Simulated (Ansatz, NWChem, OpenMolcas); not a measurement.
## SnCl2 (SMILES [Cl][Sn][Cl]): the vertical energy of the triplet above the singlet, rung by rung

The species is SnCl2 (3 atoms), meant as a singlet with charge 0. SMILES: `[Cl][Sn][Cl]`. Geometry: relaxed at PBE0-D4/def2-TZVP.

```xyz
3

Cl    1.1542    1.2207    0.7560
Sn   -0.7969    0.5189   -0.3766
Cl   -0.3682   -1.8045   -0.3926
```

Quantity: the vertical energy of the triplet above the singlet, in eV. The values are calculated.

```tsv
level	kind	program	value (eV)	less CCSD(T)/def2-SVP
SVWN5/def2-SVP (core potential)	LDA	OpenMolcas	3.04	+0.31
revPBE/def2-SVP (core potential)	GGA	OpenMolcas	2.87	+0.14
M06-L/def2-SVP (core potential)	meta-GGA	OpenMolcas	3.23	+0.50
B3LYP/def2-SVP (core potential)	global hybrid	NWChem	2.98	+0.25
wB97M-V/def2-SVP (core potential)	range-separated hybrid	Ansatz	2.93	+0.20
B2PLYP/def2-SVP (core potential)	double hybrid	Ansatz	2.91	+0.18
MP2/def2-SVP (core potential)	perturbation theory	Ansatz	2.69	-0.04
CCSD(T)/def2-SVP (core potential), open shells restricted	coupled cluster or CI	OpenMolcas	2.73	0.00
```

CCSD(T)/def2-SVP (core potential), open shells restricted is the highest level here, not the true value. Spin-orbit coupling is left out. The values span 2.69 to 3.23 eV. In the correlated wave-function rows the outer d shell of Sn is correlated, in sets not made for it.
